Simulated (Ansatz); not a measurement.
`C[SiH2]CCl` → `C[SiH2]Cl` + `[CH2]` (triplet) at 298.15 K and 1 bar (formal loss of a carbene).

Program: Ansatz. Geometries: PBE0-D4/def2-TZVP. ΔE: electronic, gas phase. CCSD(T)/CBS adds triple-zeta CCSD(T) − MP2 to the extrapolated MP2 energy (def2 sets, frozen cores). This one scheme is used for every species. Triplets are unrestricted, without spin–orbit coupling. Each species was taken in one conformer, which may not be the lowest.

```tsv
species	CCSD(T)/CBS energy (Eh)	H − E (kJ/mol)	S (J/(mol·K))
`C[SiH2]CCl`	-829.18668	235.1	334.9
`C[SiH2]Cl`	-789.97638	160.6	298.1
`[CH2]` (triplet)	-39.09499	55.4	195.3
```

H − E and S are ideal-gas, rigid-rotor, harmonic terms from PBE0-D4/def2-TZVP, for one conformer and one mirror image of each species, with the whole ground term of open shells counted as degenerate. 1 Eh = 2625.50 kJ/mol, R = 8.31446 J/(mol·K).

Problem. By hand: ΔE, ΔH, ΔS and ΔG.

Solution. ΔE = (-789.97638) + (-39.09499) − (-829.18668) = 0.11531 Eh = 302.7 kJ/mol. Δ(H − E) = 160.6 + 55.4 − 235.1 = -19.1, so ΔH = 283.6 kJ/mol. ΔS = 298.1 + 195.3 − 334.9 = 158.5 J/(mol·K). ΔG = 283.6 − 298.15 × (158.5)/1000 = 236.3 kJ/mol.

Problem. By hand: the equilibrium constant, and the temperature at which ΔG would vanish if ΔH and ΔS stayed fixed.

Solution. log₁₀ K = −ΔG/(RT ln 10) = -41.4. ΔG = 0 at ΔH/ΔS = 1789 K.

The number of gas molecules changes by +1, which sets the sign of ΔS. A doubt of 5 kJ/mol in ΔE shifts log₁₀ K by 0.9 here. Other conformers and mirror images would add mixing entropy, several J/(mol·K) or more a flexible species. A triplet takes part, so the spin changes. These are equilibria of isolated gas molecules and say nothing of rates. Largest T1 diagnostic: 0.011 (customary marks: 0.02 for closed shells, 0.045 for open ones).
